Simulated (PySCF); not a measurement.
## Static response to an electric field

Compound: C5H7N3.
Cartesian coordinates in Å at the GFN2-xTB level; atoms count from 1:
```
atom  x, y, z in Å
C1     2.2961    0.1845    0.3075
C2     2.4665   -0.4508   -0.9224
N3     1.2641   -0.6658   -1.4404
N4     0.4325   -0.1785   -0.5535
C5    -0.9687   -0.2203   -0.7469
C6    -1.8528   -0.4162    0.4492
C7    -1.7988    0.9169   -0.2285
N8     0.9947    0.3418    0.5092
H9     3.0194    0.5188    1.0212
H10    3.3594   -0.7469   -1.4314
H11   -1.2082   -0.6909   -1.6905
H12   -2.7341   -1.0274    0.3346
H13   -1.3617   -0.5081    1.4052
H14   -2.6423    1.2410   -0.8178
H15   -1.2706    1.7101    0.2770
```

Level: CAM-B3LYP/def2-SVPD (PySCF), static field, nuclei fixed, core orbitals frozen in the response. The polarisability tensor in these axes (au):

```
x   97.25 -2.95 -2.50
y   -2.95 59.35  5.63
z   -2.50  5.63 67.16
```

Question: Give the principal values, the mean and the anisotropy Δα = √{½[(α1 − α2)² + (α2 − α3)² + (α1 − α3)²]}.

Answer: Principal values 56.34, 69.64 and 97.76 au; mean 74.58 au = 11.05 Å³ = 12.30 × 10⁻⁴⁰ C²·m²/J; Δα = 36.63 au (49 % of the mean).

Question: What is the dipole moment, and where does it point?

Answer: (-0.57, 0.12, 0.20) D, 0.62 D in size, pointing from the negative to the positive side. Measured along this direction, the outermost atoms are H10 at the negative end and H12 and H14 at the positive end.

Question: Find the Langevin capture rate constant for NH4+ (18.034 u) meeting this molecule (109.064 u), k = 2.342 × 10⁻⁹ cm³/s × √(α in Å³ / reduced mass in u).

Answer: The reduced mass is 15.48 u, so k = 1.98 × 10⁻⁹ cm³/s. The formula leaves out the permanent dipole, which adds to the capture rate.

Question: What molar refraction does this α imply?

Answer: Lorentz–Lorenz: R = (4π/3)N_A α = 2.5225 cm³/(mol·Å³) × 11.05 Å³ = 27.9 cm³/mol, in the limit of long wavelengths.

Question: What depolarisation ratio follows for Rayleigh scattering of linearly polarised light, taking the static tensor?

Answer: ρ = 3Δα²/(45ᾱ² + 4Δα²) = 4024.7/(250330 + 5366.2) = 0.0157.

Geometry: GFN2-xTB, one conformer, isolated molecule.
